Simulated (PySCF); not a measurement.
C8H8BF2N.
Geometry (PBE0-D3(BJ)/def2-SVP, Å), atoms numbered from 1 in this order:
```xyz
20
C8H8BF2N angstrom
C     -3.1111   -0.6280    0.6601
N     -2.9992   -0.4031   -0.7532
C     -1.8955   -0.1442   -1.3225
C     -0.5421    0.0283   -0.7371
C      0.5531   -0.5274   -1.4150
C      1.8386   -0.4021   -0.9050
C      2.0707    0.3093    0.2824
B      3.4998    0.4447    0.8571
F      3.7360    1.1294    1.9617
F      4.5383   -0.1198    0.2677
C      0.9779    0.8959    0.9378
C     -0.3119    0.7571    0.4393
H     -3.8311   -1.4437    0.8299
H     -2.1682   -0.8742    1.1812
H     -3.5460    0.2655    1.1403
H     -1.9241   -0.0555   -2.4225
H      0.3835   -1.0728   -2.3473
H      2.6809   -0.8555   -1.4335
H      1.1461    1.4707    1.8520
H     -1.1455    1.2393    0.9525
```

The calculation used PBE0-D3(BJ)/def2-SVP geometry optimisation, gas phase in PySCF.

Masses are those of the commonest isotopes; rigid-rotor values at the optimised geometry. The values belong to one conformer with, in the numbering `[CH3:1]/[N:2]=[CH:3]\[c:4]1[cH:5][cH:6][c:7]([B:8]([F:9])[F:10])[cH:11][cH:12]1`, N2–C3–C4–C5 139°.

Task: What are A, B and C (MHz)?

Result: Ia = 195.38, Ib = 1199.27, Ic = 1345.88 u·Å²; 505379 MHz·u·Å²/I gives A = 2587, B = 421.4, C = 375.5 MHz.

Task: What kind of rotor is it?

Result: A near-prolate asymmetric top. Ray's parameter κ = (2B − A − C)/(A − C) = -0.958; −1 is the prolate and +1 the oblate limit.

Task: Is it planar, by Δ = Ic − Ia − Ib?

Result: Not planar: Δ = Ic − Ia − Ib = -48.77 u·Å². For a rigid frame Δ = −2 Σ m c², so Σ m c² = 24.39 u·Å² lies off the ab plane: 6.04 from hydrogen and 18.34 from heavier atoms. The atom farthest from that plane is 1.61 Å away.

Task: Which types of transition are allowed, and where do some lines up to J = 4 fall?

Result: The dipole components are |μa| = 0.39 D, |μb| = 0.28 D, |μc| = 0.08 D. The squared components, which scale the intensities, stand as 1.00 : 0.53 : 0.04 (a : b : c). Some lines, for components of 0.1 D or more:

```
type  branch         J(Ka,Kc)    MHz  lower level (cm⁻¹)
   a       R  1(0,1) ← 0(0,0)    797               0.000
   b       R  4(0,4) ← 3(1,3)   1127               0.228
   a       R  2(0,2) ← 1(0,1)   1593               0.027
   b       Q  1(1,0) ← 1(0,1)   2211               0.027
   b       Q  2(1,1) ← 2(0,2)   2258               0.080
   b       Q  3(1,2) ← 3(0,3)   2329               0.159
   a       R  3(1,2) ← 2(1,1)   2459               0.155
   a       R  4(0,4) ← 3(0,3)   3180               0.159
   a       R  4(3,2) ← 3(3,1)   3189               0.816
   b       R  2(1,2) ← 1(0,1)   3713               0.027
   b       R  3(1,3) ← 2(0,2)   4441               0.080
   b       R  4(1,4) ← 3(0,3)   5148               0.159
   b       Q  4(2,2) ← 4(1,3)   6347               0.346
   b       Q  3(2,1) ← 3(1,2)   6431               0.237
   b       Q  2(2,0) ← 2(1,1)   6496               0.155
   b       Q  4(2,3) ← 4(1,4)   6795               0.331
   b       R  3(2,2) ← 2(1,1)   8886               0.155
   b       R  3(2,1) ← 2(1,2)   9028               0.150
   b       Q  4(3,1) ← 4(2,2)  10933               0.558
   b       Q  3(3,0) ← 3(2,1)  10938               0.452
   b       R  4(3,1) ← 3(2,2)  14130               0.451
   b       Q  4(4,0) ← 4(3,1)  15316               0.923
```

Task: Estimate the classical rotational partition function at 25 K, 50 K and 298.15 K.

Result: Point group C1, symmetry number σ = 1; q = (√π/σ)·√((kT/h)³/(ABC)), k/h = 20836.6 MHz/K: 32900 at 25 K, 93200 at 50 K, 1360000 at 298.15 K.

PBE0-D3(BJ)/def2-SVP frequencies: not computed here. Constants of a rigid frame at the computed geometry: no zero-point averaging, no centrifugal distortion. A rigid rotor knows nothing of internal rotation, which can split or shift real lines. Quadrupole hyperfine structure (11B, 14N) is left out.
